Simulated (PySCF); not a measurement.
C4H4BrCl, SMILES BrC1=C(Cl)CC1. Heavy atoms are numbered as in [Cl:1][C:2]1=[C:3]([Br:4])[CH2:5][CH2:6]1. Hydrogens are named by the atom that carries them.

Geometry: B3LYP-D3(BJ)/def2-SVP.

Calculation: HF/pcSseg-1 run with PySCF.

GIAO shieldings, no solvent; atoms alike by connectivity are averaged. δ = σ(ref) − σ: ³⁵Cl against HCl (σ = 958.2 ppm); ¹³C against TMS (σ = 192.6 ppm); ¹H against TMS (σ = 31.99 ppm), references at their B3LYP-D3(BJ)/def2-TZVP geometries, non-relativistic (without spin–orbit terms, shifts of atoms bonded to Cl or Br come out too high).

| atoms | nucleus | count | δ (ppm) |
|---|---|---|---|
| Cl1 | ³⁵Cl | 1 | 171.4 |
| C2 | ¹³C | 1 | 151.4 |
| C3 | ¹³C | 1 | ___ |
| C6 (CH2) | ¹³C | 1 | 35.5 |
| C5 (CH2) | ¹³C | 1 | 34.5 |
| H on C6 | ¹H | 2 | ___ |
| H on C5 | ¹H | 2 | ___ |

Task: Fill in the missing entries. (An estimate is asked for; the answer gives what the named calculation found.)

Result: 
- H on C5, δ (ppm): 2.87
- C3, δ (ppm): 140.9
- H on C6, δ (ppm): 2.95
